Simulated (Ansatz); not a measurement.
`NB(O)Cl` + H₂ → `NBCl` + H₂O at 700 K and 1 bar (hydrogenolysis of a B–O bond).

Calculated with Ansatz (gas phase, PBE0-D4/def2-TZVP geometries, no zero-point term in ΔE). CCSD(T)/CBS is the MP2 limit (def2-TZVPP, def2-QZVPP) plus CCSD(T) − MP2 in def2-TZVPP, frozen cores. This one scheme is used for every species. One conformer a species, not always the lowest.

```json
{"species": "`NB(O)Cl`", "CCSD(T)/CBS energy (Eh)": "-616.40523", "H − E (kJ/mol)": "179.1", "S (J/(mol·K))": "374.6"}
{"species": "H₂", "CCSD(T)/CBS energy (Eh)": "-1.17544", "H − E (kJ/mol)": "46.8", "S (J/(mol·K))": "155.3"}
{"species": "`NBCl`", "CCSD(T)/CBS energy (Eh)": "-541.16722", "H − E (kJ/mol)": "152.0", "S (J/(mol·K))": "331.8"}
{"species": "H₂O", "CCSD(T)/CBS energy (Eh)": "-76.37941", "H − E (kJ/mol)": "80.5", "S (J/(mol·K))": "218.4"}
```

H − E and S are ideal-gas, rigid-rotor, harmonic terms from PBE0-D4/def2-TZVP, for one conformer and one mirror image of each species. The MP2-based limit puts H₂ 0.8 mEh under its directly extrapolated value; such offsets cancel only in part. 1 Eh = 2625.50 kJ/mol, R = 8.31446 J/(mol·K).

Problem. By hand: ΔE, ΔH, ΔS and ΔG.

Solution. ΔE = (-541.16722) + (-76.37941) − (-616.40523) − (-1.17544) = 0.03404 Eh = 89.4 kJ/mol. Δ(H − E) = 152.0 + 80.5 − 179.1 − 46.8 = 6.6, so ΔH = 96.0 kJ/mol. ΔS = 331.8 + 218.4 − 374.6 − 155.3 = 20.3 J/(mol·K). ΔG = 96.0 − 700 × (20.3)/1000 = 81.8 kJ/mol.

Problem. By hand: the equilibrium constant, and the temperature at which ΔG would vanish if ΔH and ΔS stayed fixed.

Solution. log₁₀ K = −ΔG/(RT ln 10) = -6.1. ΔG = 0 at ΔH/ΔS = 4729 K, far beyond where these terms or the molecules hold.

ΔH outweighs TΔS. A doubt of 5 kJ/mol in ΔE shifts log₁₀ K by 0.4 here. Other conformers and mirror images would add mixing entropy, several J/(mol·K) or more a flexible species. These are equilibria of isolated gas molecules and say nothing of rates. Largest T1 diagnostic: 0.011 (customary marks: 0.02 for closed shells, 0.045 for open ones).
